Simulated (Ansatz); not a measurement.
## The atomisation energy (no zero-point term) down a group: O to Te

One atom is swapped for its congeners: C2H5O (methoxymethyl) `[CH2]OC`; C2H5S `[CH2]SC`; Te(CH2)(CH3). The Se member is missing. All are doublets with charge 0.

Shapes, held fixed at every level: PBE0-D4/def2-TZVP. Flexible molecules stand in one conformer, not always the lowest. Programs: Ansatz 0.2.0. Values in eV.

```json
{"level": "HF/def2-TZVPP", "C2H5O": "21.93", "C2H5S": "21.42", "Te(CH2)(CH3)": "19.92"}
{"level": "PBE-D4/def2-TZVPP", "C2H5O": "30.95", "C2H5S": "29.68", "Te(CH2)(CH3)": "28.03"}
{"level": "r2SCAN-D4/def2-TZVPP", "C2H5O": "30.36", "C2H5S": "29.25", "Te(CH2)(CH3)": "27.56"}
{"level": "r2SCAN0-D4/def2-TZVPP", "C2H5O": "29.88", "C2H5S": "28.91", "Te(CH2)(CH3)": "27.20"}
{"level": "CCSD(T)/def2-SVP", "C2H5O": "28.72", "C2H5S": "27.27", "Te(CH2)(CH3)": "25.63"}
{"level": "CCSD(T)/def2-TZVPP", "C2H5O": "29.40", "C2H5S": "28.19", "Te(CH2)(CH3)": "26.74"}
```

At CCSD(T)/def2-TZVPP the atomisation energy falls at every step, from 29.40 to 26.74 eV. Every level shows the same order. Open shells run unrestricted unless RO is named. For atoms past krypton def2 sets carry core potentials with scalar relativity. Correlated rows may include outer-core shells of Te, which these sets cover unevenly. Spin-orbit coupling, which grows down the group, is left out (summed over each molecule's free atoms 0.02, 0.03, 0.27 eV).
